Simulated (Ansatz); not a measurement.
Consider the isomerisation: `C[NH][GaH][CH3]` → `[CH3][Ga]([CH3])[NH2]`.

Calculated with Ansatz (gas phase, PBE0-D4/def2-TZVP geometries, no zero-point term in ΔE). CCSD(T)/CBS adds triple-zeta CCSD(T) − MP2 to the extrapolated MP2 energy (def2 sets, frozen cores). For Ga outer-core shells are correlated without core-valence functions, which leaves a few kJ/mol of doubt a bond. Scalar relativity is left out up to krypton. One conformer a species, not always the lowest.

`C[NH][GaH][CH3]`:

Cartesian coordinates in Å:
```
C 0.721 0.829 1.479
N 0.625 1.148 0.076
Ga -0.143 0.177 -1.260
C -0.976 -1.545 -0.823
H 0.218 1.570 2.113
H 1.760 0.753 1.823
H 0.247 -0.135 1.676
H 1.050 2.032 -0.156
H -0.062 0.838 -2.678
H -0.867 -1.801 0.232
H -2.042 -1.520 -1.062
H -0.530 -2.344 -1.420
```

`[CH3][Ga]([CH3])[NH2]`:

Z-matrix (Å, degrees):
```
C
Ga 1 1.967
H 1 1.091 2 111.8
H 1 1.093 2 110.6 3 120.7
H 1 1.093 2 110.6 3 -120.8
C 2 1.967 1 126.1 3 179.4
N 2 1.824 1 117.0 3 -0.5
H 6 1.093 2 110.6 1 -60.0
H 6 1.093 2 110.6 1 58.5
H 6 1.091 2 111.7 1 179.3
H 7 1.006 2 124.2 1 -179.9
H 7 1.006 2 124.2 1 -0.1
```

| level | ΔE (kcal/mol) |
| --- | --- |
| HF/def2-SVP | -12.8 |
| SCS-MP2/def2-QZVPP | -18.2 |

What does CCSD(T)/CBS give? (An estimate is asked.)

Computed: -18.5 kcal/mol. The listed levels differ from it by 5.7, 0.3 kcal/mol.

Largest T1 diagnostic among the species: 0.013.

At CCSD(T), def2-SVP lies +5.8 kcal/mol from the extrapolated value and def2-TZVPP +0.8 kcal/mol. Leaving LDA and LC-ωPBE aside and taking each functional with its dispersion term where it has one, the values, not all of them listed here, spread over 2.6 kcal/mol, from PBE-QIDH to B97M-V. LDA lies +1.3 kcal/mol from PBE without D4.
